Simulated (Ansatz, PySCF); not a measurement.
Ga(Br)(OH)2 (BrGaH2O2), SMILES [OH][Ga]([OH])[Br]. Atoms are numbered in the order given.

```xyz
6

Ga    -0.0084     0.7602     0.0000
Br     0.0709    -1.5069     0.0000
O     -1.5810     1.5662     0.0000
H     -1.5038     2.5271     0.0000
O      1.4633     1.7490     0.0000
H      2.2804     1.2390     0.0000
```
Charge 0, spin multiplicity 1.

Geometry: PBE0-D3(BJ)/def2-SVP. The structure was generated by enumeration; whether it is a known compound was not checked. Other conformers were not sampled.

Two levels are set side by side: PBE-D3(BJ)/def2-SVP (Ansatz, a program for electronic structure) and PBE0-D3(BJ)/def2-SVP (Ansatz). Each level has its own optimised geometry; the coordinates shown are those of the second. Frequencies come from the Hessian of PySCF at each geometry. Differences are taken from unrounded values.

```json
[
 {"quantity": "mean bond length (Å)", "PBE0-D3(BJ)": "1.547", "PBE-D3(BJ)": "1.565", "PBE-D3(BJ) minus PBE0-D3(BJ)": "0.018"},
 {"quantity": "bond Ga1–Br2 (Å)", "PBE0-D3(BJ)": "2.268", "PBE-D3(BJ)": "2.288", "PBE-D3(BJ) minus PBE0-D3(BJ)": "0.020"},
 {"quantity": "bond Ga1–O3 (Å)", "PBE0-D3(BJ)": "1.767", "PBE-D3(BJ)": "1.789", "PBE-D3(BJ) minus PBE0-D3(BJ)": "0.022"},
 {"quantity": "bond Ga1–O5 (Å)", "PBE0-D3(BJ)": "1.773", "PBE-D3(BJ)": "1.796", "PBE-D3(BJ) minus PBE0-D3(BJ)": "0.023"},
 {"quantity": "bond O3–H4 (Å)", "PBE0-D3(BJ)": "0.964", "PBE-D3(BJ)": "0.977", "PBE-D3(BJ) minus PBE0-D3(BJ)": "0.013"},
 {"quantity": "bond O5–H6 (Å)", "PBE0-D3(BJ)": "0.963", "PBE-D3(BJ)": "0.976", "PBE-D3(BJ) minus PBE0-D3(BJ)": "0.013"},
 {"quantity": "highest harmonic wavenumber (cm⁻¹)", "PBE0-D3(BJ)": "3912", "PBE-D3(BJ)": "3728", "PBE-D3(BJ) minus PBE0-D3(BJ)": "-184"},
 {"quantity": "mean harmonic wavenumber (cm⁻¹)", "PBE0-D3(BJ)": "1033", "PBE-D3(BJ)": "991", "PBE-D3(BJ) minus PBE0-D3(BJ)": "-42"},
 {"quantity": "zero-point energy (kcal/mol)", "PBE0-D3(BJ)": "17.72", "PBE-D3(BJ)": "16.99", "PBE-D3(BJ) minus PBE0-D3(BJ)": "-0.73"}
]
```

Exact exchange shortens and stiffens bonds; PBE has none. Differences between two approximate levels are no errors against the true value.
